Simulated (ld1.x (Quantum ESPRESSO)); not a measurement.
## Ba, TM: configuration errors across variants

```
Element                 : barium
Generator               : ld1.x (Quantum ESPRESSO) 7.5
Type                    : norm-conserving Troullier–Martins (Kleinman–Bylander form)
Functional              : LDA (PZ)
Relativity              : fully relativistic
Frozen core             : [Xe]
Valence charge          : 2
Reference configuration : 5d0 6s1.5 6p0.5
Partial waves           : 6s (bound): rc 3.35 bohr; 6p (bound): rc 3.25 bohr; 5d (bound, empty): rc 3.10 bohr
Local potential         : all-electron potential smoothed inside 2.40 bohr (lloc = -1)
Core correction         : Bessel-smoothed model core inside 3.10 bohr
```

Open shells are filled in proportion to 2j + 1 (rel_dist='average').

All-electron excitation energies from the reference (eV): (1) 5d0 6s2 6p0 -1.044; (2) 5d0 6s1 6p0 4.498; (3) 5d0 6s1.5 6p0 1.167; (4) 5d0.5 6s1.5 6p0 -0.400; (5) 5d0 6s0 6p1 7.196; (6) 5d1 6s1 6p0 0.307; (7) 5d1 6s0 6p0 5.228.

2 further variants failed, have other tests or too few solved ones, and are left out.

A true bound ghost makes a file unfit for plane-wave use even where its test errors are small: the radial tests pick states by their node count and pass the ghost by.

Errors AE − PS in meV (a dash: test not solved or not reliable):

| change | (1) | (2) | (3) | (4) | (5) | (6) | (7) | bound ghosts |
| --- | --- | --- | --- | --- | --- | --- | --- | --- |
| base | -0.9 | -3.7 | -0.5 | -11 | -41 | -35 | -36 | s, p3/2, p1/2 |
| all radii but the core radius scaled by about 1.07 (s 3.58, p 3.46, d 3.30 bohr); local potential all-electron potential smoothed inside 2.56 bohr (lloc = -1) | -0.7 | -3.1 | -0.1 | -13 | -46 | -41 | -46 | s, p3/2, p1/2 |
| wave 6p (bound): rc 3.25 bohr becomes 6p (bound): rc 3.88 bohr | -1.1 | -1.8 | +0.1 | -15 | -27 | -42 | -44 | s, p1/2, p3/2 |
| wave 5d (bound): rc 3.10 bohr becomes 5d (bound): rc 3.96 bohr | -0.9 | -3.7 | -0.5 | -9.9 | -41 | -31 | -30 | s, p3/2, p1/2 |
| local potential all-electron potential smoothed inside 2.32 bohr (lloc = -1) | -0.9 | -3.4 | -0.5 | -11 | -37 | -34 | -36 | s, p3/2, p1/2 |

Q: Give the same row for: wave 6s (bound): rc 3.35 bohr becomes 6s (bound): rc 5.18 bohr.

A: -2.0, -3.2, -0.1, -8.9, -64, -25, -25; bound ghosts: s, p3/2, p1/2.
